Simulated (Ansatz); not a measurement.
Ga₂Te₃. Total charge 0; singlet. Geometry r2SCAN-D4/def2-SVP; atoms count from 1.

```
atom   x (Å)   y (Å)   z (Å)
 Ga1  -0.167  -1.373   1.748
 Ga2  -0.694   1.803  -1.112
 Te3   1.245  -0.622  -0.921
 Te4  -1.506  -1.034  -0.872
 Te5   1.122   1.226   1.156
```

In the def2 sets Te takes a core potential; there is no spin–orbit coupling. Another isomer (singlet) lies 0.38 eV lower at PBE0-D4/def2-TZVP; other spin states weren't run for this one.

(1) Estimate the Mulliken populations from the PBE0/def2-TZVP orbitals of Ansatz.

(2) And the Mayer bond orders between heavy atoms (over 0.3)?

Answers

(1) 
| atom | charge (e) |
| --- | --- |
| Ga1 | 0.29 |
| Ga2 | 0.29 |
| Te3 | -0.05 |
| Te4 | -0.27 |
| Te5 | -0.27 |
Mulliken values depend strongly on the basis.

(2) Ga1–Te4 0.49 (2.96 Å); Ga1–Te5 0.49 (2.96 Å); Ga2–Te4 0.49 (2.96 Å); Ga2–Te5 0.49 (2.96 Å); Te3–Te4 1.07 (2.78 Å); Te3–Te5 1.07 (2.78 Å).
